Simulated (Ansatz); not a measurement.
Basis sets compared for (F2Al-mu-PH2)3 (Al3P3H6F6). Charge 0, multiplicity 1. Geometry PBE-D4/def2-SVP. Ansatz on 2 threads of AMD EPYC 7R13 on a shared host and a share (18 GiB) of an NVIDIA H100 80GB HBM3; times are rough, and most runs start from earlier orbitals.

```xyz
18

Al   -1.466   -0.812   -1.365
F    -2.790   -0.926   -2.390
F    -0.243   -1.982   -1.360
P    -0.186    1.209   -1.646
Al    2.100    0.807   -0.977
F     2.805   -0.017   -2.261
F     2.843    2.182   -0.358
P     1.708   -0.623    0.929
Al   -0.186    0.247    2.137
F    -0.133   -0.007    3.796
F    -0.313    1.809    1.495
P    -2.015   -0.811    0.982
H    -0.229    1.569   -3.027
H    -0.773    2.348   -1.027
H     2.852   -0.667    1.781
H     1.546   -1.993    0.581
H    -2.265   -2.149    1.407
H    -3.255   -0.184    1.305
```

Single mean-field runs in def2-TZVP are fitted with def2-universal-jkfit.

Binding counts from free atoms (Al doublet, F doublet, P quartet, H doublet) in the same basis, without a counterpoise term.

| level | functions | energy (Eh) | HOMO (eV) | LUMO (eV) | binding per atom (eV) | wall time |
| --- | --- | --- | --- | --- | --- | --- |
| PBE-D4/def2-SVP | 222 | -2352.1401 | -7.26 | -2.14 | 3.81 | 6 s |
| PBE0-D4/def2-SVP | 222 | -2352.3083 | -8.56 | -1.38 | 3.71 | 9.5 s |

Question: Estimate the rows for PBE-D4/def2-TZVP, PBE0-D4/def2-TZVP.

Answer: 
| level | functions | energy (Eh) | HOMO (eV) | LUMO (eV) | binding per atom (eV) | wall time |
| --- | --- | --- | --- | --- | --- | --- |
| PBE-D4/def2-TZVP | 444 | -2353.5146 | -7.36 | -2.54 | 3.80 | 1.8 s |
| PBE0-D4/def2-TZVP | 444 | -2353.6704 | -8.56 | -1.75 | 3.71 | 2 s |
